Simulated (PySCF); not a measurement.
PySCF input file for ZnI2, SMILES [I][Zn][I], TDDFT-PBE/def2-SVPD. Geometry optimised at PBE-D3(BJ)/def2-SVP. The isomer is the one that the SMILES or the coordinates give; other isomers of the formula were not compared. The def2 effective core potentials stand for the cores of I; spin–orbit coupling is left out.

```python
import numpy as np
from pyscf import gto, scf, dft, tdscf

mol = gto.M(
    atom='''
    Zn    0.00000000    0.00000000    0.00000000
    I     0.00000000    0.00000000   -2.43286583
    I     0.00000000    0.00000000    2.43286583
    ''',
    basis='def2-SVPD',
    ecp={'I': 'def2-svp'},
    charge=0,
    spin=0,
    symmetry=True,
    symmetry_subgroup='D2h',
    max_memory=1600,
    verbose=4,
)
mf = dft.RKS(mol, xc='pbe').density_fit(auxbasis='def2-universal-jkfit')
mf.grids.level = 3
mf.conv_tol = 1e-9
mf.max_cycle = 100
mf.kernel()
mf.grids = dft.Grids(mol).set(level=1).build(with_non0tab=True)  # coarser grid for the response kernel
td = tdscf.TDDFT(mf)
td.singlet = True
td.nstates = 10
td.conv_tol = 1e-4
td.positive_eig_threshold = 1e-6
td.kernel(x0=td.get_init_guess(mf, 15))
td.analyze()
tt = tdscf.TDA(mf)
tt.singlet = False
tt.nstates = 4
tt.conv_tol = 1e-4
tt.positive_eig_threshold = 1e-6
tt.kernel(x0=tt.get_init_guess(mf, 9))
tt.analyze(verbose=3)
```

It prints:

```
PySCF version 2.14.0

[INPUT] verbose = 4
[INPUT] num. atoms = 3
[INPUT] num. electrons = 80
[INPUT] charge = 0
[INPUT] spin (= nelec alpha-beta = 2S) = 0
[INPUT] symmetry True subgroup D2h
[INPUT] Mole.unit = angstrom
[INPUT] Symbol           X                Y                Z      unit          X                Y                Z       unit  Magmom
[INPUT]  1 Zn     0.000000000000   0.000000000000   0.000000000000 AA    0.000000000000   0.000000000000   0.000000000000 Bohr   0.0
[INPUT]  2 I      0.000000000000   0.000000000000  -2.432865830000 AA    0.000000000000   0.000000000000  -4.597450116513 Bohr   0.0
[INPUT]  3 I      0.000000000000   0.000000000000   2.432865830000 AA    0.000000000000   0.000000000000   4.597450116513 Bohr   0.0

nuclear repulsion = 394.240275384401
point group symmetry = Dooh, use subgroup D2h
symmetry origin: [0. 0. 0.]
symmetry axis x: [1. 0. 0.]
symmetry axis y: [0. 1. 0.]
symmetry axis z: [0. 0. 1.]
num. orbitals of irrep Ag = 25
num. orbitals of irrep B1g = 5
num. orbitals of irrep B2g = 10
num. orbitals of irrep B3g = 10
num. orbitals of irrep Au = 4
num. orbitals of irrep B1u = 22
num. orbitals of irrep B2u = 14
num. orbitals of irrep B3u = 14
number of shells = 38
number of NR pGTOs = 216
number of NR cGTOs = 104
basis = def2-SVPD
ecp = {'I': 'def2-svp'}


******** <class 'pyscf.df.df_jk.DFSymAdaptedRKS'> ********
method = DFSymAdaptedRKS
initial guess = minao
damping factor = 0
level_shift factor = 0
DIIS = <class 'pyscf.scf.diis.CDIIS'>
diis_start_cycle = 1
diis_space = 8
diis_damp = 0
SCF conv_tol = 1e-09
SCF conv_tol_grad = None
SCF max_cycles = 100
direct_scf = False
XC library pyscf.dft.libxc version 7.1.2
    S. Lehtola, C. Steigemann, M. J. T. Oliveira, and M. A. L. Marques,  SoftwareX 7, 1–5 (2018)
XC functionals = pbe
    J. P. Perdew, K. Burke, and M. Ernzerhof,  Phys. Rev. Lett. 77, 3865 (1996)
    J. P. Perdew, K. Burke, and M. Ernzerhof,  Phys. Rev. Lett. 78, 1396 (1997)
    J. P. Perdew, K. Burke, and M. Ernzerhof,  Phys. Rev. Lett. 77, 3865 (1996)
    J. P. Perdew, K. Burke, and M. Ernzerhof,  Phys. Rev. Lett. 78, 1396 (1997)
radial grids:
    Treutler-Ahlrichs [JCP 102, 346 (1995); DOI:10.1063/1.469408] (M4) radial grids

becke partition: Becke, JCP 88, 2547 (1988); DOI:10.1063/1.454033
pruning grids: <function nwchem_prune>
grids dens level: 3
symmetrized grids: True
atomic radii adjust function: <function treutler_atomic_radii_adjust>
small_rho_cutoff = 0
Freeze 0 electrons in irreps []
    80 free electrons in irreps Ag B1g B2g B3g Au B1u B2u B3u
Set gradient conv threshold to 3.16228e-05
Initial guess from minao.
tot grids = 64560
init E= -2311.60349709628
HOMO (Ag) = -1.04559383871139  LUMO (Ag) = -0.890936194052522  gap/eV = 4.20845
cycle= 1 E= -2370.77947731689  delta_E= -59.2  |g|=  4.7  |ddm|= 13.5
HOMO (B2g) = -0.00255277232254114  LUMO (Ag) = 0.0146403218579932  gap/eV = 0.46785
cycle= 2 E= -2367.49656026425  delta_E= 3.28  |g|= 5.07  |ddm|= 14.2
HOMO (Ag) = -0.0644248796981018  LUMO (Ag) = -0.0474454615760049  gap/eV = 0.46203
cycle= 3 E= -2372.93720957403  delta_E= -5.44  |g|= 2.77  |ddm|= 9.15
HOMO (B3g) = -0.321503631145555  LUMO (Ag) = -0.146959593428811  gap/eV = 4.74959
cycle= 4 E= -2374.23337067842  delta_E= -1.3  |g|= 0.856  |ddm|= 2.53
HOMO (B3g) = -0.230037541701027  LUMO (Ag) = -0.111013175249248  gap/eV = 3.23882
cycle= 5 E= -2374.25341281437  delta_E= -0.02  |g|= 0.523  |ddm|= 1.64
HOMO (B3g) = -0.239237941841305  LUMO (Ag) = -0.0933176844011214  gap/eV = 3.97069
cycle= 6 E= -2374.35231877038  delta_E= -0.0989  |g|= 0.147  |ddm|= 1.09
HOMO (B2g) = -0.247911539841642  LUMO (Ag) = -0.105193978250554  gap/eV = 3.88354
cycle= 7 E= -2374.36081854257  delta_E= -0.0085  |g|= 0.0158  |ddm|= 0.227
HOMO (B3g) = -0.24678064849819  LUMO (Ag) = -0.104860610319761  gap/eV = 3.86184
cycle= 8 E= -2374.36088354553  delta_E= -6.5e-05  |g|= 0.00193  |ddm|= 0.0222
HOMO (B3g) = -0.247013825715436  LUMO (Ag) = -0.104986941126015  gap/eV = 3.86475
cycle= 9 E= -2374.36088509094  delta_E= -1.55e-06  |g|= 0.000163  |ddm|= 0.00392
HOMO (B3g) = -0.24700405096435  LUMO (Ag) = -0.104957801420511  gap/eV = 3.86528
cycle= 10 E= -2374.36088510609  delta_E= -1.51e-08  |g|= 2.09e-05  |ddm|= 0.000543
HOMO (B2g) = -0.247006590005122  LUMO (Ag) = -0.104960691420729  gap/eV = 3.86527
cycle= 11 E= -2374.36088510618  delta_E= -9.32e-11  |g|= 6.42e-07  |ddm|= 3.8e-05
HOMO (B2g) = -0.247006434300319  LUMO (Ag) = -0.104960585777043  gap/eV = 3.86526
Extra cycle  E= -2374.36088510618  delta_E= -2.73e-12  |g|= 1.01e-06  |ddm|= 1.53e-06
converged SCF energy = -2374.36088510618
tot grids = 23496
Overwritten attributes  positive_eig_threshold  of <class 'pyscf.tdscf.rks.CasidaTDDFT'>


******** <class 'pyscf.tdscf.rks.CasidaTDDFT'> for <class 'pyscf.df.df_jk.DFSymAdaptedRKS'> ********
nstates = 10 singlet
deg_eia_thresh = 1.000e-03
wfnsym = None
conv_tol = 0.0001
eigh lindep = 1e-12
eigh level_shift = 0
eigh max_cycle = 100


Excitation energies (eV)
[4.00248455 4.00248455 4.34333623 4.34333623 5.18896429 5.23616053
 5.23616222 5.34741478 5.51132037 5.55131156]

** Singlet excitation energies and oscillator strengths **
Excited State   1:  B2g      4.00248 eV    309.77 nm  f=0.0000
      39 -> 41       -0.70688
Excited State   2:  B3g      4.00248 eV    309.77 nm  f=0.0000
      40 -> 41       -0.70688
Excited State   3:  B3u      4.34334 eV    285.46 nm  f=0.0218
      38 -> 41       -0.70659
Excited State   4:  B2u      4.34334 eV    285.46 nm  f=0.0218
      37 -> 41       -0.70659
Excited State   5:   Au      5.18896 eV    238.94 nm  f=0.0000
      39 -> 42       -0.50000
      40 -> 43        0.50000
Excited State   6:  B1u      5.23616 eV    236.78 nm  f=0.0000
      39 -> 43       -0.49993
      40 -> 42        0.49993
Excited State   7:   Au      5.23616 eV    236.78 nm  f=0.0000
      39 -> 42        0.49993
      40 -> 43        0.49993
Excited State   8:  B1u      5.34741 eV    231.86 nm  f=0.0000
      36 -> 41       -0.42950
      39 -> 43        0.39694
      40 -> 42        0.39694
Excited State   9:  B1g      5.51132 eV    224.96 nm  f=0.0000
      37 -> 43        0.50000
      38 -> 42       -0.50000
Excited State  10:  B1g      5.55131 eV    223.34 nm  f=0.0000
      37 -> 43        0.49989
      38 -> 42        0.49989

** Transition electric dipole moments (AU) **
state          X           Y           Z        Dip. S.      Osc.
  1        -0.0000      0.0000     -0.0000      0.0000      0.0000
  2         0.0000     -0.0000     -0.0000      0.0000      0.0000
  3        -0.4523     -0.0000      0.0000      0.2046      0.0218
  4        -0.0000     -0.4523     -0.0000      0.2046      0.0218
  5         0.0000      0.0000     -0.0000      0.0000      0.0000
  6        -0.0000     -0.0000     -0.0000      0.0000      0.0000
  7        -0.0000     -0.0000      0.0000      0.0000      0.0000
  8         0.0000     -0.0000      0.0004      0.0000      0.0000
  9         0.0000     -0.0000      0.0000      0.0000      0.0000
 10        -0.0000      0.0000     -0.0000      0.0000      0.0000

WARN: ECP detected. Skipping calculation of transition velocity and magnetic dipole moments, which have not yet been implemented.

Overwritten attributes  positive_eig_threshold  of <class 'pyscf.tdscf.rks.TDA'>


******** <class 'pyscf.tdscf.rks.TDA'> for <class 'pyscf.df.df_jk.DFSymAdaptedRKS'> ********
nstates = 4 triplet
deg_eia_thresh = 1.000e-03
wfnsym = None
conv_tol = 0.0001
eigh lindep = 1e-12
eigh level_shift = 0
eigh max_cycle = 100


Excitation energies (eV)
[3.73376458 3.73376458 4.01662502 4.01662502]

** Triplet excitation energies and oscillator strengths **
Excited State   1:  B2g      3.73376 eV    332.06 nm  f=0.0000
Excited State   2:  B3g      3.73376 eV    332.06 nm  f=0.0000
Excited State   3:  B3u      4.01663 eV    308.68 nm  f=0.0000
Excited State   4:  B2u      4.01663 eV    308.68 nm  f=0.0000
```

The calculation finished and met its thresholds.

Cost: about 30 core-seconds (a rough figure).
